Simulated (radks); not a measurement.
Q: Spherical quantum dot in the effective-mass picture: electrons in a hard-walled sphere of unknown radius, all in effective atomic units (hartree* = m*/eps^2 hartree, bohr* = eps/m* bohr), one dielectric constant everywhere. Method: non-relativistic Kohn-Sham, PBEsol, spin-polarised, spherical densities; computed with a radial shooting solver with Libxc functionals. Levels are named by radial order and angular momentum (1s, 1p, 1d, 2s, ...), and open shells are averaged over m. Each electron was tried in the lowest free levels, single moves between levels near the top were tried too, and the lowest total energy was kept; such a search can miss a lower state. The values of mu = E(N) - E(N-1) (hartree*) for N = 2 to 12 are 0.69902, 1.2765, 1.5833, 1.8973, 2.2966, 2.5946, 2.8995, 3.5239, 3.8212, 4.1199, 4.4194. Estimate radius.

A: radius = 4.03 (effective atomic units). The first electron has mu near pi^2/(2 R^2) without a central charge, and the charging energy goes as 1/R.
